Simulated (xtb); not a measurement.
C7H7O, doublet, at a GFN2-xTB geometry. Base run: GFN0-xTB (xtb).

Here is a job for xtb.
```
$ xtb mol.xyz --gfn 0 --uhf 1 --json

# file mol.xyz
15

C     -2.77485450    -0.31397233    -0.09795376
C     -1.29792260    -0.13873099    -0.03622907
C     -0.45540720    -1.26271643     0.02356923
C      0.90039985    -1.13281791     0.06596932
C      1.53805169     0.17123047     0.05117137
O      2.76698655     0.30614444     0.08995023
C      0.63546333     1.30580553    -0.01312065
C     -0.71777593     1.13931539    -0.05441069
H     -3.10307357    -1.07229238     0.61135704
H     -3.06467633    -0.65514815    -1.09371576
H     -3.29368044     0.61901725     0.10676058
H     -0.90589933    -2.24607811     0.03647089
H      1.54792454    -1.99548828     0.11300103
H      1.08227016     2.28858041    -0.02585172
H     -1.36648507     2.00357152    -0.10159847
```

The base run was repeated with changes; each row names its change, and settings that it needs were set with it.

| change | ΔE vs base (kJ/mol) |
|---|---|
| base | 0.00 |
| acc = 0.0001 | 0.00 |
| etemp = 10 | 0.00 |
| acc = 1000 | 0.00 |
| etemp = 10000 | -174.6 |
